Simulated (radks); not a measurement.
Valence configurations of the thallium ion Tl3+ (all share [Xe]). Method: Dirac Kohn-Sham, PBEsol, spin-unpolarised, spherical densities, point nucleus; open shells fill j = l - 1/2 first; computed with a radial shooting solver on a logarithmic mesh with Libxc functionals. Energies are relative to 4f14 5d10; eigenvalues in eV.

\begin{tabular}{lrrrrrr}
valence & E (eV) & e(4f5/2) & e(4f7/2) & e(5d3/2) & e(5d5/2) & e(6p1/2) \\ \hline
4f14 5d10 & 0.000 & -145.69 & -141.09 & -45.718 & -43.403 & - \\
4f14 5d9.5 6p0.5 & 8.857 & -148.49 & -143.89 & -47.839 & -45.468 & -27.214 \\
4f14 5d9 6p1 & 18.258 & -151.31 & -146.71 & -49.953 & -47.528 & -28.178 \\
4f14 5d8.5 6s1 6p0.5 & 18.880 & -152.97 & -148.37 & -51.018 & -48.552 & -28.493 \\
4f13.5 5d9.5 6p1 & 69.234 & -157.87 & -153.20 & -50.971 & -48.462 & -28.338 \\
4f13.5 5d7.5 6s2 6p1 & 94.145 & -167.19 & -162.52 & -57.494 & -54.787 & -30.806 \\
4f13 5d10 6s1 & 113.74 & -163.31 & -158.57 & -50.904 & -48.326 & - \\
4f13 5d8.5 6s2 6p0.5 & 137.30 & -170.98 & -166.23 & -56.437 & -53.703 & -30.075 \\
4f13 5d9 6p2 & 145.08 & -170.34 & -165.60 & -56.320 & -53.613 & -30.361 \\
4f12 5d10 6s2 & 243.24 & -181.65 & -176.78 & -56.360 & -53.512 & - \\
\end{tabular}

NIST lists [Xe] 4f14 5d10 as the ground configuration; this level of theory agrees among the configurations tried. The energies are those of spherical spin-averaged densities, not of single terms.
